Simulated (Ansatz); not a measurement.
Reaction (SMILES): [Br][Y]([Br])[Br] → [Br][Y]([Br])[Br] as doublet, charge +1 + e-
Geometries: B3LYP-D3(BJ)/def2-TZVP minima from Ansatz (a first-principles code). [Br][Y]([Br])[Br] as doublet, charge +1: The spin state was set by rule; other spins were not relaxed.

Property: adiabatic ionisation energy (electronic energy difference), in eV. Cores are frozen in the correlated levels unless marked. Open shells are spin-unrestricted. No spin-orbit coupling. Frozen are the shells of the preceding noble gas and the d and f shells that filled before the atom's block. Past Kr the def2 sets carry scalar-relativistic core potentials. CBS(X,Y): correlation extrapolated as X^-3; Hartree-Fock from the larger set. [CCSD(T)-MP2]/basis is that difference in the basis named.

```json
[
 {"level": "SVWN5/def2-TZVPD", "program": "Ansatz", "adiabatic ionisation energy (eV)": "___"},
 {"level": "LC-wPBE-D3(BJ)/def2-TZVPD", "program": "Ansatz + dftd3", "adiabatic ionisation energy (eV)": "10.10"},
 {"level": "wB97M-V/def2-TZVPD", "program": "Ansatz", "adiabatic ionisation energy (eV)": "___"},
 {"level": "PBE-QIDH/def2-TZVPD", "program": "Ansatz", "adiabatic ionisation energy (eV)": "10.04"},
 {"level": "RI-MP2/CBS(def2-TZVPPD,def2-QZVPPD)+[CCSD(T)-MP2]/def2-TZVPPD", "program": "Ansatz", "adiabatic ionisation energy (eV)": "10.09"}
]
```

Task: Some entries are withheld; supply them.

Result: 
- SVWN5/def2-TZVPD, adiabatic ionisation energy (eV): 9.60
- wB97M-V/def2-TZVPD, adiabatic ionisation energy (eV): 9.95
